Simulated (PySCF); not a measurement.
## Electric field gradients and quadrupole coupling constants

Species: C₄HClF₃OP.
Z-matrix (Å and degrees, GFN2-xTB geometry), rows numbered from 1:
```
F 
C   1  1.3336
F   2  1.3421  1  107.03
F   2  1.3421  1  107.05  3  -113.61
C   2  1.4988  1  111.84  3   123.17
O   5  1.3352  2  117.73  1    -0.00
C   6  1.3335  5  111.22  2   180.00
P   7  1.7124  6  116.91  5    -0.02
C   5  1.3687  2  127.62  1   179.97
Cl  9  1.7071  5  123.70  2     0.01
H   7  1.0763  6  114.44  5   179.99
```

Field gradients from the PBE0/pcSseg-1 density (PySCF, non-relativistic), principal values in atomic units, ordered |Vxx| ≤ |Vyy| ≤ |Vzz|:

| atom | Vxx | Vyy | Vzz |
| --- | --- | --- | --- |
| O6 | -0.6657 | -0.7965 | 1.4622 |
| Cl10 | -1.9479 | -2.2782 | 4.2261 |

Find the asymmetry η = (Vxx − Vyy)/Vzz and the couplings χ = eQV/h (234.96 MHz × Q in barn × V in au), with Q(17O) = −0.0256 b, Q(35Cl) = −0.0817 b.

```csv
atom,environment,nucleus,η,χzz (MHz),χxx (MHz),χyy (MHz)
O6,furan-type oxygen,17O,0.09,-8.80,4.00,4.79
Cl10,aryl chlorine,35Cl,0.08,-81.13,37.39,43.73
```

The tensor is traceless: Vxx + Vyy + Vzz = 0.

What is Vzz at Cl10 in SI units (1 au = 9.71736 × 10²¹ V/m²)?

4.2261 au = 41.066 × 10²¹ V/m².

And the gradient at the other heavy atoms, for which no coupling is worked out here?

```json
{"atom": "F1", "environment": "fluorine of a CF3 group", "Vzz (au)": "2.949", "η": "0.03"}
{"atom": "C2", "environment": "CF3 carbon", "Vzz (au)": "-0.353", "η": "0.03"}
{"atom": "F3", "environment": "fluorine of a CF3 group", "Vzz (au)": "2.962", "η": "0.05"}
{"atom": "F4", "environment": "fluorine of a CF3 group", "Vzz (au)": "2.962", "η": "0.05"}
{"atom": "C5", "environment": "substituted aromatic carbon", "Vzz (au)": "0.290", "η": "0.30"}
{"atom": "C7", "environment": "aromatic CH next to a ring oxygen", "Vzz (au)": "-0.376", "η": "0.42"}
{"atom": "P8", "environment": "phosphorus bonded to 2 C", "Vzz (au)": "-1.152", "η": "0.36"}
{"atom": "C9", "environment": "aromatic C–Cl carbon", "Vzz (au)": "-0.266", "η": "0.77"}
```

What couplings would deuterons (Q(2H) = 0.00286 b) have in place of the hydrogens, at this geometry?

| atom | bonded to | bond length (Å) | Vzz (au) | η | χzz (kHz) |
| --- | --- | --- | --- | --- | --- |
| H11 | C7 | 1.076 | 0.3298 | 0.11 | 222 |

Geometry: GFN2-xTB; no solvent, vibrations or thermal averaging. GFN2-xTB bond lengths can be off by several hundredths of an ångström, more for odd bonds, and the gradients follow them. The small basis limits the accuracy of the gradients.
